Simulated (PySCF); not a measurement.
Molfile (atoms numbered from 1):
```
C8H16Si
     RDKit          3D

 25 26  0  0  0  0  0  0  0  0999 V2000
    2.3534   -0.3404    1.3310 C   0  0  0  0  0  0  0  0  0  0  0  0
    2.6044   -0.1969   -0.1738 C   0  0  0  0  0  0  0  0  0  0  0  0
    1.4128    0.5431   -0.8018 C   0  0  0  0  0  0  0  0  0  0  0  0
   -0.0890   -0.1098    0.1662 Si  0  0  0  0  0  4  0  0  0  0  0  0
    0.9460   -0.9213    1.5402 C   0  0  0  0  0  0  0  0  0  0  0  0
   -1.3158   -1.2186   -0.7742 C   0  0  0  0  0  0  0  0  0  0  0  0
   -2.6934   -0.7060   -0.3255 C   0  0  0  0  0  0  0  0  0  0  0  0
   -2.6208    0.8163   -0.1650 C   0  0  0  0  0  0  0  0  0  0  0  0
   -1.3993    1.1602    0.7019 C   0  0  0  0  0  0  0  0  0  0  0  0
    3.1345   -0.9514    1.8131 H   0  0  0  0  0  0  0  0  0  0  0  0
    2.4106    0.6598    1.7972 H   0  0  0  0  0  0  0  0  0  0  0  0
    3.5640    0.3073   -0.3755 H   0  0  0  0  0  0  0  0  0  0  0  0
    2.6850   -1.2056   -0.6179 H   0  0  0  0  0  0  0  0  0  0  0  0
    1.5047    1.6297   -0.6284 H   0  0  0  0  0  0  0  0  0  0  0  0
    1.3481    0.4018   -1.8916 H   0  0  0  0  0  0  0  0  0  0  0  0
    0.5615   -0.7546    2.5582 H   0  0  0  0  0  0  0  0  0  0  0  0
    0.9574   -2.0139    1.3811 H   0  0  0  0  0  0  0  0  0  0  0  0
   -1.1824   -2.2971   -0.5979 H   0  0  0  0  0  0  0  0  0  0  0  0
   -1.1837   -1.0566   -1.8584 H   0  0  0  0  0  0  0  0  0  0  0  0
   -2.9514   -1.1536    0.6513 H   0  0  0  0  0  0  0  0  0  0  0  0
   -3.4964   -0.9997   -1.0217 H   0  0  0  0  0  0  0  0  0  0  0  0
   -2.5024    1.2735   -1.1640 H   0  0  0  0  0  0  0  0  0  0  0  0
   -3.5576    1.2221    0.2516 H   0  0  0  0  0  0  0  0  0  0  0  0
   -1.6335    1.0013    1.7693 H   0  0  0  0  0  0  0  0  0  0  0  0
   -1.0851    2.2104    0.6008 H   0  0  0  0  0  0  0  0  0  0  0  0
  1  2  1  0
  2  3  1  0
  3  4  1  0
  4  5  1  0
  4  6  1  0
  6  7  1  0
  7  8  1  0
  8  9  1  0
  5  1  1  0
  9  4  1  0
  1 10  1  0
  1 11  1  0
  2 12  1  0
  2 13  1  0
  3 14  1  0
  3 15  1  0
  5 16  1  0
  5 17  1  0
  6 18  1  0
  6 19  1  0
  7 20  1  0
  7 21  1  0
  8 22  1  0
  8 23  1  0
  9 24  1  0
  9 25  1  0
M  END
```

Calculated, not measured (PySCF 2.14): GIAO PBE/pcSseg-1 shieldings, PBE0-D3(BJ)/def2-SVP geometry. Non-relativistic Hamiltonian, in vacuum, single conformer, equivalent nuclei averaged.

Problem. Predict the 2D correlation tables (HSQC, COSY, HMBC).

Solution. 

HSQC (one-bond C–H):
| δH | δC |
| --- | --- |
| 1.59 (H10/H11/H12/H13/H20/H21/H22/H23) | 32.8 (C1/C2/C7/C8) |
| 0.72 (H14/H15/H16/H17/H18/H19/H24/H25) | 16.7 (C3/C5/C6/C9) |

COSY cross peaks (H two or three bonds apart, from the bond graph; peaks can be absent where the dihedral angle is near 90°):
| δH | δH |
| --- | --- |
| 1.59 (H10/H11/H12/H13/H20/H21/H22/H23) | 0.72 (H14/H15/H16/H17/H18/H19/H24/H25) |

HMBC (two and three bonds, from the bond graph):
| δH | δC |
| --- | --- |
| 1.59 (H10/H11/H12/H13/H20/H21/H22/H23) | 32.8 (C1/C2/C7/C8), 16.7 (C3/C5/C6/C9) |
| 0.72 (H14/H15/H16/H17/H18/H19/H24/H25) | 32.8 (C1/C2/C7/C8), 16.7 (C3/C5/C6/C9) |

Referencing at the same level of theory: $^{1}$H (σref 31.20), $^{13}$C (σref 180.03) against TMS.

Short H···H contacts in this conformer between protons four or more bonds apart (candidates for NOE cross peaks, intensity ∝ r⁻⁶): H20···H24 2.76 Å, H19···H22 2.77 Å.

Shifts are as computed. Against solution values, carbons near 30 ppm lie about +2 ppm off and those near 130 ppm about +2 ppm. Of 1211 compounds with measured shifts, 218 miss one by over three times the rms of a fit or turn the order of signals round; such compounds aren't used in these exercises.
